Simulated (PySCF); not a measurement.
Molecule: C2H5GeI2 (charge -1, singlet). It need not be the lowest isomer of its formula. Whether it binds its extra electron was not tested at this geometry. 
Coordinates optimised at B3LYP-D3(BJ)/def2-TZVP (Ansatz):
SMILES: [I][Ge]([I])([CH2-])[CH3]
```xyz
10

C      1.2667    -2.4272    -0.2023
Ge     0.0778    -1.0316    -0.3253
C     -1.6349    -1.2971    -1.2634
I     -0.6355    -0.2414     2.0691
I      0.6697     1.4570    -1.6137
H      2.0372    -2.3114     0.5562
H      1.6794    -2.7171    -1.1703
H     -1.4167    -1.5804    -2.2941
H     -2.1942    -2.0919    -0.7707
H     -2.2012    -0.3694    -1.2571
```
Charge -1, spin multiplicity 1.

Dispersion corrections to the total energy (kcal/mol) from the dftd3 and dftd4 libraries through PySCF: D3(BJ) without and D4 with the three-body term, each with the damping fitted for the functional named.

```json
[
 {"functional": "B2GP-PLYP", "D3(BJ)": "-9.12", "D4": "-3.74"},
 {"functional": "B3LYP", "D3(BJ)": "-14.23", "D4": "-13.38"},
 {"functional": "TPSS", "D3(BJ)": "-9.97", "D4": "-10.98"},
 {"functional": "TPSSh", "D3(BJ)": "-9.55", "D4": "-10.02"},
 {"functional": "revPBE", "D3(BJ)": "(withheld)", "D4": "-18.64"},
 {"functional": "BP86", "D3(BJ)": "-14.76", "D4": "(withheld)"},
 {"functional": "BLYP", "D3(BJ)": "(withheld)", "D4": "-16.85"}
]
```

**Question.** What belongs in the gaps?

**Answer.** 
- revPBE, D3(BJ): -16.37
- BP86, D4: -12.16
- BLYP, D3(BJ): -16.91
